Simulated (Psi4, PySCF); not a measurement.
H₄FNOSi (SMILES N[SiH](O)F), singlet, at a GFN2-xTB geometry. Base run: BHANDHLYP/6-31G, TDA in PySCF.

Here is a job for PySCF.
```python
from pyscf import gto, scf, dft, tdscf

mol = gto.M(
    atom='''
Si   -0.076469   -0.158353   -0.303649
N     1.530532   -0.478890    0.174087
O    -0.364701    1.427301   -0.487070
F    -1.009188   -0.677161    0.903578
H    -0.437881   -0.928663   -1.474308
H     2.293780   -0.088944   -0.349862
H     1.751910   -0.512411    1.155415
H    -1.250680    1.775234   -0.534414
''',
    basis='6-31g',
    charge=0,
    spin=0,
    verbose=3,
)

mf = dft.RKS(mol)
mf.xc = 'bhandhlyp'
mf.kernel()
td = mf.TDA()
td.nstates = 5
td.kernel()
td.analyze()
```

Programs used: Psi4, PySCF; a row that names a program was run with it.

The base run was repeated with changes; each row names its change, and settings that it needs were set with it.

```json
[
 {"change": "base", "first excitation (eV)": "8.01", "oscillator strength of the first": "0.047", "second (eV)": "8.84"},
 {"change": "functional = pbe", "first excitation (eV)": "6.77", "oscillator strength of the first": "0.078", "second (eV)": "6.89"},
 {"change": "basis = 6-31+G*", "first excitation (eV)": "7.08", "oscillator strength of the first": "0.063", "second (eV)": "8.14"},
 {"change": "response = full linear response", "first excitation (eV)": "7.98", "oscillator strength of the first": "0.043", "second (eV)": "8.83"},
 {"change": "code = psi4", "first excitation (eV)": "8.01", "oscillator strength of the first": "0.047", "second (eV)": "8.84"},
 {"change": "functional = wb97x", "first excitation (eV)": "7.96", "oscillator strength of the first": "0.043", "second (eV)": "8.68"},
 {"change": "functional = m062x", "first excitation (eV)": "?", "oscillator strength of the first": "?", "second (eV)": "?"},
 {"change": "functional = hf", "first excitation (eV)": "?", "oscillator strength of the first": "?", "second (eV)": "?"},
 {"change": "nstates = 10", "first excitation (eV)": "8.01", "oscillator strength of the first": "0.047", "second (eV)": "8.84"},
 {"change": "basis = def2-SVP", "first excitation (eV)": "7.92", "oscillator strength of the first": "0.038", "second (eV)": "8.88"},
 {"change": "states = triplets", "first excitation (eV)": "?", "oscillator strength of the first": "-", "second (eV)": "?"}
]
```

Problem. Fill in the missing entries.

Solution. 
- functional = m062x, first excitation (eV): 7.72
- functional = m062x, oscillator strength of the first: 0.045
- functional = m062x, second (eV): 8.51
- functional = hf, first excitation (eV): 8.92
- functional = hf, oscillator strength of the first: 0.046
- functional = hf, second (eV): 10.27
- states = triplets, first excitation (eV): 7.25
- states = triplets, second (eV): 8.47

An iterative solver can miss low states, so a row lists the states that it found.
